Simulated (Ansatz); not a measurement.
# Nudged elastic band run: Cl₃H₃OSn

Input file:

```yaml
crystal:
  periodic: [false, false, false]
  atoms:
    - { symbol: Sn, position_ang: [-0.112462, 0.014614, -0.087168] }
    - { symbol: O, position_ang: [-0.143558, -0.212837, 1.890314] }
    - { symbol: H, position_ang: [-0.990801, 0.007787, 2.299911] }
    - { symbol: H, position_ang: [1.472076, -0.041397, -0.669505] }
    - { symbol: Cl, position_ang: [-1.101667, 2.102045, -0.439189] }
    - { symbol: Cl, position_ang: [-1.568493, -1.544568, -1.019233] }
    - { symbol: Cl, position_ang: [1.622326, -2.563913, 1.623276] }
    - { symbol: H, position_ang: [0.815678, -1.637232, 2.099294] }
basis:
  gaussian: { orbitals: def2-SVP }
hamiltonian:
  xc: pbe0
neb:
  order_check: false
  images: 5
  f_tol: 0.05
  max_iterations: 60
  final_atoms:
    - { symbol: Sn, position_ang: [-0.04291142, -0.65454394, -0.18582584] }
    - { symbol: O, position_ang: [0.69458749, 0.1227042, 2.09584837] }
    - { symbol: H, position_ang: [-0.05840414, 0.6455382, 2.40786891] }
    - { symbol: H, position_ang: [1.43024489, 0.08995234, -0.56165202] }
    - { symbol: Cl, position_ang: [-1.84022618, 0.70819127, 0.50432538] }
    - { symbol: Cl, position_ang: [-0.86497765, -1.44144382, -2.24616528] }
    - { symbol: Cl, position_ang: [-0.00047262, -2.65918782, 1.05631745] }
    - { symbol: H, position_ang: [0.67525864, -0.68671142, 2.62698304] }
  initial_path:
    images:
      - { positions_ang: [[-0.112462, 0.014614, -0.087168], [-0.143558, -0.212837, 1.890314], [-0.990801, 0.007787, 2.299911], [1.472076, -0.041397, -0.669505], [-1.101667, 2.102045, -0.439189], [-1.568493, -1.544568, -1.019233], [1.622326, -2.563913, 1.623276], [0.815678, -1.637232, 2.099294]] }
      - { positions_ang: [[-0.07345222, 0.01389722, -0.05522547], [-0.08660635, -0.15146456, 2.0329362], [-0.95563615, -0.09295367, 2.41980528], [1.52775677, -0.03297187, -0.64215569], [-1.0981306, 2.07450543, -0.54193797], [-1.44067601, -1.66705935, -0.95169428], [1.40305318, -2.50642377, 1.35252497], [0.71679038, -1.51303043, 2.08344697]] }
      - { positions_ang: [[-0.03444244, 0.01318044, -0.02328294], [-0.0296547, -0.09009212, 2.1755584], [-0.9204713, -0.19369435, 2.53969956], [1.58343753, -0.02454674, -0.61480638], [-1.0945942, 2.04696585, -0.64468694], [-1.31285901, -1.7895507, -0.88415555], [1.18378036, -2.44893454, 1.08177393], [0.61790276, -1.38882885, 2.06759993]] }
      - { positions_ang: [[0.00456734, 0.01246366, 0.00865958], [0.02729695, -0.02871968, 2.31818059], [-0.88530645, -0.29443502, 2.65959384], [1.6391183, -0.01612161, -0.58745707], [-1.0910578, 2.01942628, -0.74743592], [-1.18504202, -1.91204205, -0.81661683], [0.96450754, -2.39144532, 0.8110229], [0.51901514, -1.26462728, 2.0517529]] }
      - { positions_ang: [[-0.01125891, -0.2098722, -0.05616889], [0.24972713, 0.02175495, 2.24406985], [-0.60967235, 0.01888939, 2.57568553], [1.56949383, 0.01923638, -0.57885539], [-1.3407806, 1.58234794, -0.33018215], [-1.0783539, -1.75517597, -1.29313298], [0.64284749, -2.48069282, 0.89278775], [0.57109631, -1.07198866, 2.24349628]] }
      - { positions_ang: [[-0.02708517, -0.43220807, -0.12099737], [0.47215731, 0.07222958, 2.16995911], [-0.33403825, 0.33221379, 2.49177722], [1.49986936, 0.05459436, -0.5702537], [-1.59050339, 1.14526961, 0.08707161], [-0.97166577, -1.59830989, -1.76964913], [0.32118743, -2.56994032, 0.9745526], [0.62317748, -0.87935004, 2.43523966]] }
      - { positions_ang: [[-0.04291142, -0.65454394, -0.18582584], [0.69458749, 0.1227042, 2.09584837], [-0.05840414, 0.6455382, 2.40786891], [1.43024489, 0.08995234, -0.56165202], [-1.84022618, 0.70819127, 0.50432538], [-0.86497765, -1.44144382, -2.24616528], [-0.00047262, -2.65918782, 1.05631745], [0.67525864, -0.68671142, 2.62698304]] }
```

Command:

```bash
$ ansatz run input.yaml --threads 4 --pin off --max-ram 5120MiB --backend cpu --events-out ev --progress --plain --runs-dir out
```

Output, in part (warnings, iteration lines, the closing report on the highest movable image, with atoms numbered from 0):

```
NEB end point (image 0): max|allowed force component| = 2.025e-2 eV/Å (the criterion of neb.relax_end_points is 1.000e-2)
NEB end point (image 6): max|allowed force component| = 2.358e-2 eV/Å (the criterion of neb.relax_end_points is 1.000e-2)
NEB iter   1: max|band force component| = 3.649e0 eV/Å  barrier→ = 1.8267 eV  barrier← = 2.7148 eV  Δτ_max = 0.2000 Å  (178 SCF iters)
NEB iter   2: max|band force component| = 2.418e0 eV/Å  barrier→ = 1.1018 eV  barrier← = 1.9898 eV  Δτ_max = 0.1967 Å  (148 SCF iters)
NEB iter   3: max|band force component| = 2.379e0 eV/Å  barrier→ = 0.5350 eV  barrier← = 1.4231 eV  Δτ_max = 0.2000 Å  (135 SCF iters)
NEB iter   4: max|band force component| = 2.218e0 eV/Å  barrier→ = 0.1415 eV  barrier← = 1.0296 eV  Δτ_max = 0.2000 Å  (143 SCF iters)
NEB iter   5: max|band force component| = 1.618e0 eV/Å  barrier→ = 0.0959 eV  barrier← = 0.9840 eV  Δτ_max = 0.2000 Å  (137 SCF iters)
NEB iter   6: max|band force component| = 5.257e-1 eV/Å  barrier→ = 0.0410 eV  barrier← = 0.9291 eV  Δτ_max = 0.1768 Å  (134 SCF iters)
NEB iter   7: max|band force component| = 5.863e-1 eV/Å  barrier→ = 0.0324 eV  barrier← = 0.9205 eV  Δτ_max = 0.0894 Å  (135 SCF iters)
NEB iter   8: max|band force component| = 8.258e-1 eV/Å  barrier→ = 0.0279 eV  barrier← = 0.9159 eV  Δτ_max = 0.0445 Å  (136 SCF iters)
NEB iter   9: max|band force component| = 1.502e-1 eV/Å  barrier→ = 0.0267 eV  barrier← = 0.9147 eV  CI = image 1  Δτ_max = 0.0895 Å  (133 SCF iters)
NEB iter  10: max|band force component| = 5.226e-1 eV/Å  barrier→ = 0.0295 eV  barrier← = 0.9176 eV  CI = image 1  Δτ_max = 0.0444 Å  (130 SCF iters)
NEB iter  11: max|band force component| = 3.603e-1 eV/Å  barrier→ = 0.0395 eV  barrier← = 0.9276 eV  CI = image 1  Δτ_max = 0.0444 Å  (129 SCF iters)
NEB iter  12: max|band force component| = 3.138e-1 eV/Å  barrier→ = 0.0530 eV  barrier← = 0.9411 eV  CI = image 1  Δτ_max = 0.0447 Å  (131 SCF iters)
NEB iter  13: max|band force component| = 3.395e-1 eV/Å  barrier→ = 0.0656 eV  barrier← = 0.9537 eV  CI = image 1  Δτ_max = 0.0894 Å  (131 SCF iters)
NEB iter  14: max|band force component| = 2.752e-1 eV/Å  barrier→ = 0.0877 eV  barrier← = 0.9757 eV  CI = image 1  Δτ_max = 0.0444 Å  (131 SCF iters)
NEB iter  15: max|band force component| = 2.533e-1 eV/Å  barrier→ = 0.0960 eV  barrier← = 0.9841 eV  CI = image 1  Δτ_max = 0.0444 Å  (131 SCF iters)
NEB iter  16: max|band force component| = 1.299e-1 eV/Å  barrier→ = 0.1000 eV  barrier← = 0.9880 eV  CI = image 1  Δτ_max = 0.0404 Å  (130 SCF iters)
NEB iter  17: max|band force component| = 2.166e-1 eV/Å  barrier→ = 0.0967 eV  barrier← = 0.9848 eV  CI = image 1  Δτ_max = 0.0205 Å  (121 SCF iters)
NEB iter  18: max|band force component| = 7.262e-2 eV/Å  barrier→ = 0.0954 eV  barrier← = 0.9834 eV  CI = image 1  Δτ_max = 0.0402 Å  (116 SCF iters)
NEB iter  19: max|band force component| = 7.735e-2 eV/Å  barrier→ = 0.0937 eV  barrier← = 0.9818 eV  CI = image 1  Δτ_max = 0.0202 Å  (131 SCF iters)
NEB iter  20: max|band force component| = 5.322e-2 eV/Å  barrier→ = 0.0932 eV  barrier← = 0.9812 eV  CI = image 1  Δτ_max = 0.0201 Å  (131 SCF iters)
NEB iter  21: max|band force component| = 6.044e-2 eV/Å  barrier→ = 0.0929 eV  barrier← = 0.9809 eV  CI = image 1  Δτ_max = 0.0101 Å  (128 SCF iters)
NEB iter  22: max|band force component| = 3.342e-2 eV/Å  barrier→ = 0.0928 eV  barrier← = 0.9809 eV  CI = image 1  Δτ_max = 0.0000 Å  (239 SCF iters)
Total energy: -45470.25467877 eV, -1671.0010385991 hartree
Atom 0 at     0.054891    -0.163828    -0.058203 Å, force     0.000157    -0.000971    -0.002650 eV/Å
Atom 1 at    -0.060852    -0.209134     1.991256 Å, force     0.003402     0.003545     0.004554 eV/Å
Atom 2 at    -0.907977     0.026748     2.395942 Å, force    -0.004240    -0.000688    -0.001939 eV/Å
Atom 3 at     1.597212     0.051044    -0.711609 Å, force     0.000493    -0.001086    -0.000660 eV/Å
Atom 4 at    -1.099973     1.872081    -0.295386 Å, force     0.000256     0.001110     0.000753 eV/Å
Atom 5 at    -1.434224    -1.684942    -0.991237 Å, force    -0.000608    -0.000596     0.000454 eV/Å
Atom 6 at     1.307686    -2.389945     1.323683 Å, force     0.002182     0.000229    -0.002870 eV/Å
Atom 7 at     0.536335    -1.377525     2.043254 Å, force    -0.001642    -0.001543     0.002357 eV/Å
Dipole moment:     0.009134     0.249589     0.184382 e Å
```

The run converged. A vibrational analysis at the climbing image gives one clearly imaginary mode, 427i cm⁻¹: a first-order saddle point. The orbitals stay closed-shell, which can raise the energy where a bond breaks towards radicals; this wasn't checked here.

Final band (atoms are numbered from 1 in the order of the input):

```
image  path coordinate (Å)  energy (eV)  Sn1–O2 (Å)  Cl7–H8 (Å)  Sn1–Cl7 (Å)
    0                 0.00        0.000        1.99        1.32         3.55
    1                 0.77        0.093        2.05        1.46         2.90
    2                 1.51       -0.415        2.24        2.08         2.50
    3                 2.25       -0.524        2.32        2.41         2.42
    4                 2.99       -0.630        2.39        2.43         2.40
    5                 3.72       -0.796        2.46        2.45         2.38
    6                 4.46       -0.888        2.52        2.61         2.36
```

Time of the run: 3.7 min on 4 threads of Arm Neoverse V1 (shared host), peak memory 0.33 GiB.
